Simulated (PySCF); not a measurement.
Compound: phthalide, C8H6O2.
Bonds: O1–C2 (double), C2–O3, O3–C4, C4–C5, C5–C6 (aromatic), C6–C7 (aromatic), C7–C8 (aromatic), C8–C9 (aromatic), C9–C10 (aromatic), C2–C10, C5–C10 (aromatic). Hydrogens: H11, H12 on C4; H13 on C6; H14 on C7; H15 on C8; H16 on C9.

Definitions: NICS(0) = −σiso at the ring centroid; NICS(1) = −σiso and NICS(1)zz = −σzz at ±1 Å along the ring normal z. Level: GIAO PBE0/pcSseg-1 (PySCF, non-relativistic, gas phase) on the GFN2-xTB geometry, one conformer.

Rings: 1. C2–O3–C4–C5–C10; 2. C5–C6–C7–C8–C9–C10.

```
set  NICS(0)  NICS(1), two faces  NICS(1)zz, two faces
  P     -2.8         -3.5 / -3.5           -4.6 / -4.6
  Q     -8.8       -11.6 / -11.6         -28.9 / -28.9
```

Question: Which set (ppm) belongs to which ring?

Answer: P = 1, Q = 2.
- 1 (5-membered ring with O; formal bonds 1 aromatic, 4 single): mean NICS(1)zz -4.6 ppm, shielded. C4 has four or more neighbours; no verdict on aromaticity is drawn.
- 2 (6-membered carbocycle; formal bonds all aromatic): mean NICS(1)zz -28.9 ppm, shielded. For a flat ring without four-coordinate atoms the NICS criterion counts such a value as aromatic, though in fused rings the probe also feels the neighbouring ring.

Question: How do the rings differ in shape?

Answer: 
```tsv
ring	bond lengths (Å)	rms pucker (Å)	HOMA	nearest outside atom to a NICS(1) probe (Å)
1	1.358, 1.419, 1.496, 1.392, 1.479	0.00	–	hydrogen 1.87
2	1.380, 1.388, 1.390, 1.385, 1.385, 1.392	0.00	1.00	hydrogen 2.65
```

HOMA = 1 − mean of α(R − Ropt)² over the ring bonds, with Krygowski's 1993 parameters (CC: Ropt 1.388 Å, α 257.7 Å⁻²). A dash marks a ring with a four-coordinate atom, a triple bond, no multiple bond or a kind of bond without parameters.
